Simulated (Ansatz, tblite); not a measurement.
Cost and result up the ladder for TiBr3 (4 atoms). Total charge 0; doublet. Geometry: PBE-D4/def2-SVP.

Cartesian coordinates in Å:
```
Ti 0.003 -0.002 0.000
Br -0.252 -0.710 -2.218
Br 1.202 1.954 0.475
Br -0.953 -1.241 1.743
```

Ansatz on 4 threads of Arm Neoverse V1 on a shared host; xTB runs through tblite on one thread. Times are rough, summed over both states, and most runs start from the orbitals of an earlier one. PBE0-D4/def2-TZVP serves as the yardstick here, not as an exact answer. Differences are given only for rows in sets of like size (and for xTB, whose basis is part of the method), since another set adds its own error. The other state is a singlet.

The xTB rows come from tblite. B3LYP takes the VWN-RPA correlation. Correlated methods freeze 32 core orbitals; core or outer-core shells of Ti, Br are correlated, in sets that lack core-valence functions. The rows differ in basis, and correlated rows in double-zeta sets carry the largest basis error. No other spin state of charge 0 was run.

Correlated methods converge slowly with the basis, most of all in double-zeta sets.

Raw xTB energies of ions are shifted by several eV, and xTB has no spin-polarisation term.

| level | functions | wall time |
| --- | --- | --- |
| GFN2-xTB | 36 | 0.009 s |
| GFN1-xTB | 36 | 0.01 s |
| PBE-D4/def2-TZVP (with forces) | 189 | 8 s |
| B3LYP-D4/def2-TZVP | 189 | 16 s |
| PBE0-D4/def2-TZVP | 189 | 17 s |
| CCSD(T)/def2-SVP | 127 | 97 s |

Task: Estimate what each level gives for the vertical IE (eV).

Result: 
| level | vertical IE (eV) | difference from PBE0-D4/def2-TZVP (eV) | remarks |
| --- | --- | --- | --- |
| GFN2-xTB | 13.20 | 4.19 | – |
| GFN1-xTB | 13.14 | 4.12 | – |
| PBE-D4/def2-TZVP (with forces) | 8.24 | -0.77 | – |
| B3LYP-D4/def2-TZVP | 8.92 | -0.09 | – |
| PBE0-D4/def2-TZVP | 9.01 | 0.00 | – |
| CCSD(T)/def2-SVP | 8.53 | – | test for broken spin undecided (+1 singlet) |
